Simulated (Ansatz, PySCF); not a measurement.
HfIH3, SMILES [I][HfH3], multiplicity 1. Atoms are numbered in the order given.

```xyz
5

Hf     0.0000     0.0000     1.0056
I      0.0000     0.0000    -1.7071
H      1.4931     0.8620     1.6558
H     -1.4931     0.8620     1.6558
H      0.0000    -1.7240     1.6558
```

Geometry: B3LYP-D3(BJ)/def2-TZVP. The multiplicity is an assumed one; other spin states were not compared. The def2 effective core potentials stand for the cores of Hf, I; spin–orbit coupling is left out.

Two levels are set side by side: PBE-D3(BJ)/def2-TZVP (Ansatz, a first-principles code) and B3LYP-D3(BJ)/def2-TZVP (Ansatz). Each level has its own optimised geometry; the coordinates shown are those of the second. Frequencies come from the Hessian of PySCF at each geometry. Differences are taken from unrounded values.

| quantity | B3LYP-D3(BJ) |
|---|---|
| mean bond length (Å) | 2.060 |
| bond Hf1–I2 (Å) | 2.713 |
| bond Hf1–H3 (Å) | 1.843 |
| bond Hf1–H4 (Å) | 1.843 |
| bond Hf1–H5 (Å) | 1.843 |
| highest harmonic wavenumber (cm⁻¹) | 1766 |
| mean harmonic wavenumber (cm⁻¹) | 877 |
| zero-point energy (kcal/mol) | 11.29 |

Q: What does PBE-D3(BJ) give, and how far is it from B3LYP-D3(BJ)? (The exact figures need the calculation; the answer reports its results.)

A: 
```csv
quantity,PBE-D3(BJ),PBE-D3(BJ) minus B3LYP-D3(BJ)
mean bond length (Å),2.061,0.001
bond Hf1–I2 (Å),2.698,-0.014
bond Hf1–H3 (Å),1.849,0.006
bond Hf1–H4 (Å),1.849,0.006
bond Hf1–H5 (Å),1.849,0.006
highest harmonic wavenumber (cm⁻¹),1722,-44
mean harmonic wavenumber (cm⁻¹),856,-21
zero-point energy (kcal/mol),11.02,-0.27
```
